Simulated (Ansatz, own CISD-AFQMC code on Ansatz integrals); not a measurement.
C3HN, SMILES `C#CC#N` (charge 0, multiplicity 1).

Cartesian coordinates (Å):
```xyz
5

C     -1.2731    -0.1820     0.0735
C     -0.0843    -0.0121     0.0419
C      1.2699     0.1816     0.0060
N      2.4130     0.3450    -0.0244
H     -2.3255    -0.3325     0.1015
```
Charge 0, multiplicity 1.

Frozen-core correlation energies in cc-pVDZ at a geometry from B3LYP-D3(BJ)/def2-TZVP, on an HF energy of -168.56098 Ha (<S^2> = 0.00, restricted and unstable towards unrestricted orbitals). Wave-function levels are from Ansatz, the walk from an own CISD-AFQMC code on Ansatz integrals (time step 0.005/Ha, trial state from CCSD amplitudes, largest double 0.09).

```csv
level,correlation energy (mHa)
MP2,-524.5
CCSD,-535.2
CCSD(T),-560.7
CCSDT(Q),-563.9
```

Q: What correlation energy does phaseless AFQMC give, and where does it lie among these levels?

A: -562.7 ± 0.4 mHa (one standard error). AFQMC minus each level: MP2 -38.3 mHa, CCSD -27.5 mHa, CCSD(T) -2.0 mHa, CCSDT(Q) +1.1 mHa.
